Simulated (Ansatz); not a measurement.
An input meant for Sr₂O₃²⁻ (charge -2, singlet; with a point charge).

```yaml
crystal:
  periodic: [false, false, false]
  atoms:
    - {symbol: Sr, position_ang: [0.626010, -1.483151, -0.387479]}
    - {symbol: Sr, position_ang: [-0.228837, 1.389111, 0.871659]}
    - {symbol: O, position_ang: [-1.305978, -0.151010, -0.542193]}
    - {symbol: O, position_ang: [-0.213559, 0.510681, -1.309936]}
    - {symbol: O, position_ang: [1.122364, -0.265632, 1.367948]}
basis:
  gaussian: {orbitals: def2-SVPD, point_charges: [{charge: 2.00, position_ang: [4.718, 0.900, -0.908]}]}
total_charge: -2
hamiltonian: {xc: {name: HF}}
correlation: {method: ccsd}
outputs: {forces: true}
```

```sh
$ ansatz run in.yaml --threads 4 --pin off --events-out ev --progress --plain --max-ram 3916MiB
```

Shortened log:

```
Error: YAML parse error: error: line 14 column 1: unknown field `outputs`, expected one of crystal, accuracy, basis, kpoints, hamiltonian, magnetization, projection, total_charge, correlation, batch, efield, external_charges, scf, relax, neb, saddle, md, ramp, phonons, dielectric, real_time, elastic, magnetic_configurations, gw, evaluate, workflow, output, checkpoint, execution
12 | hamiltonian: {xc: {name: HF}}
13 | correlation: {method: ccsd}
14 | outputs: {forces: true}
```

Something in this input is off. What?

The input holds a key that doesn't belong there. The input was rejected before any iteration.
